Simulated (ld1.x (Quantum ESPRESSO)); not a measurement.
Building the PAW potential for tungsten (W) (PBE, fully relativistic).

W, PAW, made with ld1.x (Quantum ESPRESSO) 7.5 (PBE, fully relativistic). Core [Xe] 4f14, reference 5d4 6s2 6p0. Waves: 6s (bound): rcut 2.20, rcutus 2.65 bohr; 6s channel at 1.95 Ry: rcut 2.20, rcutus 2.65 bohr; 6p (bound, empty): rcut 3.90, rcutus 4.60 bohr; 6p channel at 0.85 Ry: rcut 3.90, rcutus 4.60 bohr; 5d (bound): rcut 2.30, rcutus 2.50 bohr; 5d channel at 3.65 Ry: rcut 2.30, rcutus 2.50 bohr; 5f channel at 0.35 Ry: rcut 3.45, rcutus 3.75 bohr. Local part: all-electron potential smoothed inside 4.35 bohr (lloc = -1). Core correction: Bessel-smoothed model core inside 2.30 bohr. Augmentation charge: BESSEL, radius 2.45 bohr.

Open shells are filled in proportion to 2j + 1 (rel_dist='average').

Poles of the logarithmic derivatives, all-electron (AE) and pseudo (PS). s: poles at -0.3, 1.6, 4.6 (AE) and -0.3, 1.6, 4.6 (PS) Ry. p1/2: poles at 0.1, 2.1 (AE) and 0.1, 1.7, 2.3 (PS) Ry. p3/2: poles at 0.3, 2.3 (AE) and 0.3, 2.0, 3.7 (PS) Ry. d3/2: poles at -0.3, 1.1, 3.5 (AE) and -0.3, 1.3, 3.5 (PS) Ry. d5/2: poles at -0.3, 1.2, 3.5 (AE) and -0.3, 1.3, 3.5 (PS) Ry. f5/2: poles at 1.2, 2.9 (AE) and 1.2, 3.2 (PS) Ry. f7/2: poles at 1.2, 2.9 (AE) and 1.2, 3.2 (PS) Ry. Test radius 5.03 bohr.

* Largest excitation error: -372 meV (all-electron minus pseudo) for 5d3 6s0 6p0, out of 7 test configurations

The ghost test of this file was not conclusive.
